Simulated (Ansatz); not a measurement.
Calculated with Ansatz (gas phase, PBE0-D4/def2-TZVP geometries, no zero-point term in ΔE). CCSD(T)/CBS is the MP2 limit (def2-TZVPP, def2-QZVPP) plus CCSD(T) − MP2 in def2-TZVPP, frozen cores. DFT in def2-TZVPP. For Br outer-core shells are correlated without core-valence functions, which leaves a few kJ/mol of doubt a bond. Scalar relativity is left out up to krypton. Each species was taken in one conformer, which may not be the lowest.

`F[SiH2]C(Cl)Br` + `C=[CH][AlH][CH3]` → `[CH3][AlH][SiH2]F` + `C=CC(Cl)Br`  (formal exchange of groups at the Si–C bond)

(1) Is it downhill or uphill in electronic energy at CCSD(T)/CBS, and by how much? (Estimate.)

(2) What do these levels give: ωB97M-V, PBE, r2SCAN, PBE0, CCSD(T)/def2-TZVPP, HF/CBS(def2)? (An estimate is asked.)

Largest T1 diagnostic among the species: 0.011.

## Answers

(1) Computed: Uphill: ΔE = +37.5 kJ/mol.

(2) Computed: ωB97M-V 43.9, PBE 18.8, r2SCAN 32.8, PBE0 23.1, CCSD(T)/def2-TZVPP 36.2, HF/CBS(def2) 37.2 kJ/mol.

The D4 term adds +3.3 kJ/mol with B3LYP and +1.5 kJ/mol with PBE0; it sums over pairs of atoms, weighted by their polarisabilities, and B3LYP, whose exchange is more repulsive, gets the larger term. From PBE to PBE0 (25 % exact exchange), in def2-TZVPP and without D4, ΔE moves by +4.2 kJ/mol.

B3LYP here is the variant with VWN-RPA as its local correlation; programs differ in this.
